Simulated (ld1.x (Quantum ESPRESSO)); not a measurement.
**He (Z = 2): one change to a TM potential, before and after**

ld1.x (Quantum ESPRESSO) 7.5 input, shortened:

```
&input
   title='He', zed=2., rel=0, dft='PZ', iswitch=3,
   config='1s1.5 2p-2'
 /
 &inputp
   pseudotype=2, tm=.true., lloc=-2, rcloc=0.45,
   nlcc=.false.
 /
2
1S  1  0   1.50   0.00  0.55  0.55  0.0
2P  2  1  -2.00  -0.10  0.45  0.45  0.0
 &test
   configts(1)='1s1.5'
 /
```

Change: all radii scaled by about 1.12 (s 0.62, p 0.50 bohr); local potential all-electron potential smoothed inside 0.50 bohr (lloc = -2).

Cutoffs: the cutoffs (Ry, on a coarse ladder) from which the occupation-weighted sum of valence levels, in a spherical-Bessel basis at the reference potential, stays within 10 and 1 mRy of its value at 400 Ry; they do not see the model core or the augmentation charge, which bear on the density cutoff. Errors are all-electron minus pseudo energies relative to the spin-unpolarised reference configuration.

**Question.** Predict the effect on cutoff, ghosts and configuration errors.

**Answer.** The potential gets softer (140 Ry and 200 Ry → 120 Ry and 180 Ry); of the 4 tests that both files solve, the error grows in 4 and shrinks in 0 by more than 15 % and 0.3 meV (median size 1.2 → 2.1 meV); neither file shows a bound ghost. A larger radius leaves more room for a smooth pseudo-wave, so fewer plane waves are needed. More of the atom is replaced by a form fitted at one configuration, so other configurations suffer.

```tsv
quantity	base	changed
cutoff, loose	140 Ry	120 Ry
cutoff, tight	200 Ry	180 Ry
bound ghosts	none	none
error for 1s2, meV [ΔE -10.37 eV]	+0.5	+1.0
error for 1s1, meV [ΔE 16.11 eV]	+1.5	+2.6
error for 1s1.5 (spin-polarised), meV [ΔE -0.35 eV]	-1.0	-1.6
error for 1s1 (spin-polarised), meV [ΔE 13.91 eV]	-5.3	-8.4
```
